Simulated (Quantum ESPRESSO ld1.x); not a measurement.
Values are calculated unless marked as measured or tabulated.
Ca, configuration [Ar] 4s1.5 4p0.5 (fractional occupations, a model configuration).

Code: ld1.x of Quantum ESPRESSO 7.5. Model: scalar-relativistic Kohn-Sham, LDA (Slater exchange, Perdew-Zunger correlation), spin-polarised, spherical densities, point nucleus; open shells are filled with parallel spins first.

Energy parts (hartree):
part                      energy
total                  -678.6478
kinetic                 682.8321
electron-nucleus      -1613.0260
Hartree                 285.8307
exchange-correlation    -34.2845

Orbitals (lengths in bohr, moments of r in powers of bohr):
| orbital | occ. | eigenvalue (hartree) | <r^4> |
|---|---|---|---|
| 1s up | 1 | -144.744 | 0.0001639 |
| 1s down | 1 | -144.743 | 0.0001639 |
| 2s up | 1 | -15.2065 | 0.04447 |
| 2s down | 1 | -15.2057 | 0.04446 |
| 2p up | 3 | -12.3204 | 0.03716 |
| 2p down | 3 | -12.3195 | 0.03716 |
| 3s up | 1 | -1.74552 | 3.948 |
| 3s down | 1 | -1.74348 | 3.929 |
| 3p up | 3 | -1.05286 | 6.592 |
| 3p down | 3 | -1.05031 | 6.504 |
| 4s up | 1 | -0.16186 | 497.0 |
| 4s down | 0.5 | -0.14457 | 535.6 |
| 4p up | 0.5 | -0.06918 | 1603 |
| 4p down | 0 | -0.05479 | 2049 |

The highest occupied level is 4p up at -1.883 eV. Summed over all electrons, <r^2> = 57.63 bohr^2, which gives a Langevin (diamagnetic) susceptibility term of -45.6 x 10^-6 cm^3/mol. Spin moment in Bohr magnetons: 1.
